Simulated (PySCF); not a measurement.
From one molecule to another.

First species: C6H7NO.
SMILES: `Nc1ccc(O)cc1`

Second species: C₆H₁₄O₂.
SMILES: `CC[C@H](COC)OC`

Levels: PBE0/pcSseg-1 for dipole moment, HOMO energy, LUMO energy and HOMO–LUMO gap; GFN2-xTB for rotational constant A and rotational constant C. Geometries: GFN2-xTB. All species are isolated and taken at one optimised geometry, non-relativistic unless stated; the electronic structure was computed with PySCF and density fitting.

The conformers computed, where there is a choice (atom-mapped SMILES and torsion angles):
- `[NH2:1][c:2]1[cH:3][cH:4][c:5]([OH:6])[cH:7][cH:8]1`: H–N1–C2–C3 -160°, H–N1–C2–C3 -23°, H–O6–C5–C4 -179°
- `[CH3:1][CH2:2][C@H:3]([CH2:4][O:5][CH3:6])[O:7][CH3:8]`: C1–C2–C3–C4 -175°, C2–C3–C4–O5 155°, C3–C4–O5–C6 180°, C2–C3–O7–C8 -163°

Values for the first species:

| Quantity | Value |
| --- | --- |
| Dipole moment | 2.19 D |
| HOMO energy | -5.43 eV |
| LUMO energy | -0.10 eV |
| HOMO–LUMO gap | 5.33 eV |
| Rotational constant A | 5.638 GHz |
| Rotational constant C | 1.184 GHz |

**Question.** Estimate the same properties for the second species, and the change in each.

**Answer.** 
```csv
property,first,second,second less first
dipole moment,2.19 D,1.52 D,-0.67 D
HOMO energy,-5.43 eV,-7.04 eV,-1.61 eV
LUMO energy,-0.10 eV,1.55 eV,+1.65 eV
HOMO–LUMO gap,5.33 eV,8.59 eV,+3.26 eV
rotational constant A,5.638 GHz,3.126 GHz,-2.512 GHz
rotational constant C,1.184 GHz,0.907 GHz,-0.277 GHz
```

On the first: The dipole matches unit charges of opposite sign 0.45 Å apart (1 e·Å = 4.8032 D).

On the second: The dipole equals about 5.1 × 10⁻³⁰ C·m (1 D = 3.33564 × 10⁻³⁰ C·m).
